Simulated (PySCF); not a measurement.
Species: `CS/C=C(/C)C[SiH2]Cl`. The columns A, B, C and D hold Mulliken, IAO, Hirshfeld and ESP-fitted charges (e) of one PBE0/pcSseg-1 density (PySCF), in a shuffled order. Coordinates in Å (GFN2-xTB); the density's dipole moment is (2.22, -0.24, 0.33) D.

```
atom       x       y       z       A       B       C       D
  C1   3.179   0.822  -0.899  -0.116  -0.380  -0.502  -0.538
  S2   1.525   1.265  -0.288  +0.022  +0.003  +0.130  -0.061
  C3   0.902  -0.350   0.054  -0.090  -0.174  -0.305  -0.309
  C4  -0.248  -0.575   0.684  -0.006  -0.373  +0.006  +0.156
  C5  -0.741  -1.966   0.942  -0.120  -0.135  -0.418  -0.499
  C6  -1.122   0.546   1.146  -0.162  -0.460  -0.553  -0.318
 Si7  -2.338   1.127  -0.207  +0.346  +0.715  +0.810  +0.418
 Cl8  -3.673  -0.346  -0.578  -0.116  -0.333  -0.320  -0.209
  H9   3.084   0.217  -1.797  +0.048  +0.152  +0.157  +0.183
 H10   3.722   0.286  -0.127  +0.047  +0.152  +0.158  +0.179
 H11   3.685   1.753  -1.131  +0.055  +0.154  +0.170  +0.231
 H12   1.537  -1.146  -0.299  +0.044  +0.111  +0.147  +0.225
 H13  -0.850  -2.132   2.014  +0.044  +0.124  +0.146  +0.149
 H14  -0.054  -2.709   0.545  +0.045  +0.108  +0.145  +0.135
 H15  -1.718  -2.109   0.483  +0.030  +0.138  +0.152  +0.164
 H16  -0.494   1.396   1.419  +0.035  +0.173  +0.162  +0.099
 H17  -1.674   0.239   2.036  +0.046  +0.155  +0.156  +0.141
 H18  -1.643   1.408  -1.456  -0.075  -0.049  -0.114  -0.070
 H19  -3.089   2.284   0.277  -0.077  -0.080  -0.128  -0.077
```

Q: Which column most likely holds the ESP-fitted charges?

A: D. Σ q r misses the density's dipole by 0.08 D (D), 1.41 D (A), 1.92 D (B), 2.29 D (C). Charges fitted to the outside potential are the only set here that is tied to the molecule's multipoles.

Q: And the Hirshfeld charges?

A: A. The mean sizes are 0.080 e (A), 0.209 e (B), 0.219 e (D), 0.246 e (C), and Hirshfeld charges are commonly the smallest of these schemes.

As computed, A = Hirshfeld, B = Mulliken, C = IAO, D = ESP-fitted. Hydrogens on carbon: Hirshfeld +0.03 to +0.05, Mulliken +0.11 to +0.17, IAO +0.14 to +0.17, ESP-fitted +0.10 to +0.23 e.

The Hirshfeld scheme divides the density at each point in proportion to the densities of the neutral, spherically averaged free atoms. The IAO scheme counts the electrons in orthogonalised intrinsic atomic orbitals, a minimal basis polarised so that it spans the occupied orbitals exactly.

One conformer (not necessarily the lowest) at the GFN2-xTB geometry, without solvent, vibrations or thermal averaging.

Conformer computed: `[CH3:1][S:2]/[CH:3]=[C:4](/[CH3:5])[CH2:6][SiH2:7][Cl:8]`: C1–S2–C3–C4 172°, C3–C4–C6–Si7 87°, C4–C6–Si7–Cl8 67°.
